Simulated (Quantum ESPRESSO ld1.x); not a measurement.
Problem. Os3+, configuration [Xe] 4f14 5d5 (the NIST ground configuration). Calculated with ld1.x of Quantum ESPRESSO 7.5: scalar-relativistic Kohn-Sham, relativistic LDA (MacDonald-Vosko exchange, VWN5 correlation), spin-unpolarised, spherical densities, point nucleus. Some entries of the table are withheld. Estimate them.

orbital  occ.  eigenvalue (hartree)  <1/r> (bohr^-1)  <r^2> (bohr^2)
1s          2              -2697.50            90.07       0.0004370
2s          2              -471.274            21.10        0.006690
2p          6              -411.172              (1)        0.005562
3s          2              -110.594            7.821         0.04328
3p          6              -92.9075            7.193         0.04410
3d         10              -73.0709              (2)             (3)
4s          2              -24.2082            3.339             (4)
4p          6              -18.3932            3.028          0.2412
4d         10              -11.1519            2.705          0.2775
5s          2              -4.48891            1.339           1.133
4f         14                   (5)              (6)          0.3803
5p          6              -2.99218            1.137           1.522
5d          5              -1.29784           0.8028           2.992

Solution. 
(1) 2p <1/r> (bohr^-1): 19.00
(2) 3d <1/r> (bohr^-1): 6.794
(3) 3d <r^2> (bohr^2): 0.03647
(4) 4s <r^2> (bohr^2): 0.2117
(5) 4f eigenvalue (hartree): -3.07153
(6) 4f <1/r> (bohr^-1): 2.243
